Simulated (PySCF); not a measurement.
C7H5NS, SMILES C(#N)c1cccc(S)c1, singlet, GFN2-xTB optimised geometry.

```
14

N      2.39     2.78     0.00
C      1.83     1.78     0.00
C      1.13     0.55     0.00
C      1.83    -0.65     0.00
C      1.13    -1.84     0.00
C     -0.25    -1.84     0.00
C     -0.95    -0.64     0.00
S     -2.72    -0.70     0.00
C     -0.27     0.57     0.00
H      2.91    -0.64     0.00
H      1.66    -2.78     0.00
H     -0.80    -2.77     0.00
H     -2.91     0.62     0.00
H     -0.79     1.51     0.00
```

Density from CAM-B3LYP/def2-TZVP (PySCF 2.14.0) at that geometry.

Minimum of the electron density along straight lines between bonded atoms, close to the bond critical point (lines longer than 1.1 times the sum of covalent radii, or with two minima, are not listed):

```csv
bond,length / Å,ρ at the minimum / e bohr⁻³,∇²ρ there / e bohr⁻⁵,position (fraction from the first atom)
N1–C2,1.146,0.504,-0.20,0.65
C2–C3,1.415,0.297,-0.91,0.54
C3–C4,1.395,0.318,-0.94,0.51
C4–C5,1.383,0.325,-0.98,0.50
C5–C6,1.383,0.325,-0.98,0.50
C6–C7,1.393,0.320,-0.95,0.49
C7–S8,1.765,0.202,(withheld),0.49
C3–C9,1.394,0.318,-0.94,0.51
C7–C9,1.386,0.323,-0.96,0.51
C4–H10,1.079,0.291,-1.06,0.65
C5–H11,1.079,0.290,-1.06,0.65
C6–H12,1.079,0.290,-1.05,0.65
S8–H13,1.332,(withheld),(withheld),0.64
C9–H14,1.081,0.289,-1.05,0.65
```

Some entries are withheld; supply them.


- C7–S8, ∇²ρ there / e bohr⁻⁵: -0.41
- S8–H13, ρ at the minimum / e bohr⁻³: 0.223
- S8–H13, ∇²ρ there / e bohr⁻⁵: -0.68
